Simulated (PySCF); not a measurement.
Level of theory: PBE0-D3(BJ)/def2-TZVPD run with PySCF. Isolated molecules, 0 K electronic values unless said otherwise. One relaxed conformer stands for a flexible species; it need not be the lowest. 

Reference species (SMILES): `[OH][Al-][SiH3]` (lower singlet; H–O–Al–Si torsion 0°) (charge -1, multiplicity 1).

The HOMO is -0.23 eV.

Changed species: `N#[C][Al-][OH]` (lower singlet) (X = cyano, multiplicity 1; the reference has X = silyl, multiplicity 1).

Give the shifts of the HOMO.

the HOMO drops by 0.42 eV, to -0.65 eV.
